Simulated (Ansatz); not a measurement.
CH5BS2, relaxed with RKS PBE-D4/def2-SVP in Ansatz from a rough embedded geometry. The force threshold is 0.03 eV/Å; the program also tests the step.

Charge 0, multiplicity 1. The bonds changed during the relaxation, so this is another structure than the one it started from.

Start:

```xyz
9

C     0.353    1.029    0.506
B    -0.781   -0.049    0.506
S    -0.305   -1.845    0.468
S    -0.240   -1.932   -1.719
H     1.326    0.629    0.467
H     0.193    1.746   -0.403
H     0.242    1.693    1.403
H    -1.901    0.231    0.489
H     1.112   -1.503   -1.718
```

Problem. By how much does the energy fall, and how many steps does the optimiser take? (Best estimate.)

Solution. The calculation gave: 70.53 kJ/mol, in 9 steps, 1 of them rejected.

Problem. Which bonds change most? (An estimate is asked.)

Solution. The calculation gave: B2–S4 from 2.964 to 2.046 Å; S3–S4 from 2.190 to 2.103 Å; B2–H8 from 1.154 to 1.218 Å; B2–S3 from 1.858 to 1.921 Å.

Problem. Give the relaxed structure. (Estimate.)

Solution. Ansatz gave: 
```xyz
9

C     0.377    0.966    0.371
B    -0.711   -0.176    0.208
S    -0.287   -1.968    0.756
S    -0.356   -1.516   -1.297
H     1.424    0.604    0.305
H     0.237    1.788   -0.362
H     0.258    1.424    1.377
H    -1.903    0.071    0.167
H     0.962   -1.193   -1.526
```
